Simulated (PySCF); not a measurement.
Electronic structure of Os (osmium, neutral) at the UHF level

Configuration: [Xe] 4f14 5d6 6s2, high-spin 5D determinant. Calculation: PySCF 2.14, in cc-pVDZ-PP with ECP60MDF; scalar relativity through the core potential.

```
Total energy                                                  : -90.066280 hartree
One-electron energy                                           : -155.2661 hartree
Hartree (Coulomb) energy                                      : 73.9114 hartree
Exchange energy                                               : -8.7116 hartree
⟨S²⟩                                                          : 6.0186
⟨L²⟩                                                          : 6.024
Sum of ⟨r⟩                                                    : 26.35 bohr
Sum of ⟨r²⟩                                                   : 57.75 bohr²
Traceless quadrupole moment −½Σ⟨3z² − r²⟩ along its main axis : 1.14 e·bohr²
Time after the integrals                                      : 0.23 s of wall time on 1 thread of Neoverse-N1 (shared host)
```

```json
{"shell": "5s α", "electrons": "1", "mean orbital energy (eV)": "-110.01", "spread (eV)": "0", "rms radius, mean of both spins (bohr)": "1.09"}
{"shell": "5s β", "electrons": "1", "mean orbital energy (eV)": "-104.70", "spread (eV)": "0", "rms radius, mean of both spins (bohr)": "1.09"}
{"shell": "5p α", "electrons": "3", "mean orbital energy (eV)": "-65.734", "spread (eV)": "1.394", "rms radius, mean of both spins (bohr)": "1.27"}
{"shell": "5p β", "electrons": "3", "mean orbital energy (eV)": "-58.243", "spread (eV)": "0.817", "rms radius, mean of both spins (bohr)": "1.27"}
{"shell": "5d α", "electrons": "5", "mean orbital energy (eV)": "-13.050", "spread (eV)": "1.682", "rms radius, mean of both spins (bohr)": "1.93"}
{"shell": "5d β", "electrons": "1", "mean orbital energy (eV)": "-9.203", "spread (eV)": "0", "rms radius, mean of both spins (bohr)": "1.93"}
{"shell": "6s α", "electrons": "1", "mean orbital energy (eV)": "-8.782", "spread (eV)": "0", "rms radius, mean of both spins (bohr)": "3.43"}
{"shell": "6s β", "electrons": "1", "mean orbital energy (eV)": "-6.784", "spread (eV)": "0", "rms radius, mean of both spins (bohr)": "3.43"}
```

Energies and moments cover only the electrons outside the core potential. Spin-orbit coupling, absent here, splits the open shell strongly.
